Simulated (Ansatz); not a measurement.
`[NH2][Ga]([F])[O][SiH3]` + H₂ → `[F][GaH][O][SiH3]` + NH₃ at 400 K and 1 bar (hydrogenolysis of a Ga–N bond).

Calculated with Ansatz (gas phase, PBE0-D4/def2-TZVP geometries, no zero-point term in ΔE). CCSD(T)/CBS is the MP2 limit (def2-TZVPP, def2-QZVPP) plus CCSD(T) − MP2 in def2-TZVPP, frozen cores. This one scheme is used for every species. For Ga outer-core shells are correlated without core-valence functions, which leaves a few kJ/mol of doubt a bond. Scalar relativity is left out up to krypton. Each species was taken in one conformer, which may not be the lowest.

```
                  species  CCSD(T)/CBS energy (Eh)  H − E (kJ/mol)  S (J/(mol·K))
`[NH2][Ga]([F])[O][SiH3]`              -2445.83503           188.7          437.7
                       H₂                 -1.17544            38.0          139.0
      `[F][GaH][O][SiH3]`              -2390.49581           131.9          390.8
                      NH₃                -56.50880           104.2          203.1
```

H − E and S are ideal-gas, rigid-rotor, harmonic terms from PBE0-D4/def2-TZVP, for one conformer and one mirror image of each species. The MP2-based limit puts H₂ 0.8 mEh under its directly extrapolated value; such offsets cancel only in part. 1 Eh = 2625.50 kJ/mol, R = 8.31446 J/(mol·K).

Problem. By hand: ΔE, ΔH, ΔS and ΔG.

Solution. ΔE = (-2390.49581) + (-56.50880) − (-2445.83503) − (-1.17544) = 0.00586 Eh = 15.4 kJ/mol. Δ(H − E) = 131.9 + 104.2 − 188.7 − 38.0 = 9.4, so ΔH = 24.8 kJ/mol. ΔS = 390.8 + 203.1 − 437.7 − 139.0 = 17.2 J/(mol·K). ΔG = 24.8 − 400 × (17.2)/1000 = 17.9 kJ/mol.

Problem. By hand: the equilibrium constant, and the temperature at which ΔG would vanish if ΔH and ΔS stayed fixed.

Solution. log₁₀ K = −ΔG/(RT ln 10) = -2.3. ΔG = 0 at ΔH/ΔS = 1442 K, though so small a ΔS makes that figure unsure.

ΔH outweighs TΔS. A doubt of 5 kJ/mol in ΔE shifts log₁₀ K by 0.7 here. Other conformers and mirror images would add mixing entropy, several J/(mol·K) or more a flexible species. Modes under 60 cm⁻¹, often nearly free rotors, make the harmonic entropy too high. These are equilibria of isolated gas molecules and say nothing of rates. Largest T1 diagnostic: 0.014 (customary marks: 0.02 for closed shells, 0.045 for open ones).
